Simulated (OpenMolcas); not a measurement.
Ag3+ among 6 point charges of -1.7 e arranged as an octahedron (Oh).

| Item | Value |
| --- | --- |
| Program | OpenMolcas 26.06 |
| Method | CASSCF |
| Basis | ANO-RCC-VDZP [6s5p3d1f] |
| Scalar Hamiltonian | DKH2, point nucleus |
| Active space | 8 electrons in 5 orbitals (4d) |
| State averaging | 2S+1 = 3 even, 10 roots; 2S+1 = 1 even, 15 roots |
| Spin-orbit coupling | state interaction with AMFI integrals over the reference wave functions |

All point charges move together. At R = 2.25 Å |10Dq| is 3404 cm-1, and at R = 2.51 Å it is 2041 cm-1.

Q: A third run gives 4281 cm-1. What distance was it run at?

A: With a power law R^-n the two known points give n = -ln(2041 / 3404) / ln(2.51 / 2.25) = 4.68. Then R = 2.25 × (3404 / 4281)^(1/4.68) = 2.142 Å. The run was at 2.14 Å, so the estimate is off by +0.002 Å.

Without dynamic correlation the repulsion within the d shell is too large (B by tens of per cent), so at a given field states of lower spin stand too high. Real 4d8 and 5d8 ions are as a rule square planar and diamagnetic. This field is weak: 10Dq is about 4281 cm-1, while octahedral complexes of 4d ions of charge 3 and more, computed by the same method with explicit ligands, had a median near 25000 cm-1. Ground spin and moment need not be those of a real site (figures for R = 2.14; the like holds for R = 2.25, R = 2.51). Spin-orbit coupling mixes the spin-free states strongly: the lowest level takes only 65 % from its leading state, 3A2 (holds for R = 2.51). The ground term spreads over less than 5000 cm-1, several times less than with real ligands, so orbital moments are less quenched and χT lies further from the spin-only value than at real sites (holds for R = 2.51). This is an electrostatic model: the charges have no orbitals. No measured value stands beside these numbers.
